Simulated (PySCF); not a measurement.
As- (arsenic, charge -1): UHF calculation

Configuration: [Ar] 3d10 4s2 4p4, high-spin 3P determinant. Calculation: PySCF 2.14, in aug-cc-pVQZ-DK (8s7p5d3f2g, 93 functions); the spin-free X2C one-electron Hamiltonian (Gaussian nucleus).

| Item | Value |
| --- | --- |
| Total energy | -2259.009076 hartree |
| One-electron energy | -3154.9053 hartree |
| Hartree (Coulomb) energy | 978.7727 hartree |
| Exchange energy | -82.8764 hartree |
| ⟨S²⟩ | 2.0284 |
| ⟨L²⟩ | 2.059 |
| Sum of ⟨r⟩ | 29.00 bohr |
| Sum of ⟨r²⟩ | 62.44 bohr² |
| Traceless quadrupole moment −½Σ⟨3z² − r²⟩ along its main axis | -5.98 e·bohr² |
| Langevin diamagnetic susceptibility | -49.5 ×10⁻⁶ cm³/mol |

```tsv
shell	electrons	mean orbital energy (hartree)	spread (hartree)	rms radius, mean of both spins (bohr)
1s α	1	-438.67041	0	0.0524
1s β	1	-438.66593	0	0.0524
2s α	1	-57.51486	0	0.219
2s β	1	-57.51356	0	0.219
2p α	3	-50.23050	0.00346	0.196
2p β	3	-50.22614	0.00102	0.196
3s α	1	-8.01728	0	0.639
3s β	1	-8.00905	0	0.639
3p α	3	-5.67938	0.01215	0.667
3p β	3	-5.66768	0.00161	0.667
3d α	5	-1.81017	0.01131	0.750
3d β	5	-1.80454	0.00607	0.750
4s α	1	-0.54256	0	2.23
4s β	1	-0.37650	0	2.23
4p α	3	-0.09902	0.05074	3.28
4p β	1	-0.02108	0	3.28
```

Densities and radii are taken from the X2C orbitals without a picture-change correction, which distorts them close to the nucleus.

Spin-orbit constants ζ (cm⁻¹) from the X2C one-electron operator on these orbitals: bare nucleus, nucleus screened by l(l+1)(2l+1)/3 electrons, and screened by the Breit-Pauli mean field of the electrons.

```tsv
shell	bare	screened nucleus	mean field
2p	203400	191000	n/a
3p	27760	26080	n/a
3d	3200	2230	n/a
4p	1160	1090	n/a
```

To first order the Landé constant is A = -544.9 cm⁻¹, so the lowest level has J = 2 and lies 0.0676 eV below the centre of the term. This holds in LS coupling only.
